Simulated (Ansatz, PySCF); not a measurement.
C$_{7}$H$_{9}$O, charge +1, singlet, at a GFN2-xTB geometry. Base run: CCSD(T)/STO-3G run with PySCF.

PySCF was given this input:
```python
from pyscf import gto, scf, cc

mol = gto.M(
    atom='''
C     2.879518    0.205667    0.421664
C     1.408264    0.100958    0.215973
C     0.719878    1.099582   -0.471527
C    -0.644451    1.011042   -0.686288
C    -1.305231   -0.098103   -0.201796
O    -2.753556   -0.229070   -0.470449
C    -0.669329   -1.109292    0.485419
C     0.696326   -0.999149    0.688334
H     3.211872   -0.433855    1.233878
H     3.171359    1.231728    0.630316
H     3.397338   -0.104583   -0.486074
H     1.256117    1.958351   -0.843141
H    -1.167631    1.786954   -1.223692
H    -3.168758    0.655900   -0.554143
H    -3.182406   -0.777136    0.221166
H    -1.210949   -1.967912    0.851561
H     1.211656   -1.781116    1.223047
''',
    basis='sto-3g',
    charge=1,
    spin=0,
    verbose=4,
)

mf = scf.RHF(mol)
mf.kernel()

mycc = cc.CCSD(mf)
mycc.kernel()
et = mycc.ccsd_t()
print('E(CCSD(T)) = %.10f' % (mycc.e_tot + et))
```

The same geometry, method and basis name were run in Ansatz (a first-principles code) and PySCF, at each program's defaults and at the settings that a row names. The base is PySCF at its defaults. Differences at the defaults can come from grids, fitting, cores and function types together.

| code and settings | ΔE vs base (mEh) | basis functions | E (Eh) | SCF cycles |
|---|---|---|---|---|
| PySCF, defaults (exact integrals, spherical functions, all electrons correlated) | 0.000 | 49 | -341.24822 | 10 |
| Ansatz, defaults (factorised integrals, spherical functions, frozen core) | 3.193 | 49 | -341.24503 | - |
| PySCF, frozen core | 3.144 | 49 | -341.24507 | 10 |
| Ansatz, high accuracy, frozen core | 3.144 | 49 | -341.24507 | - |
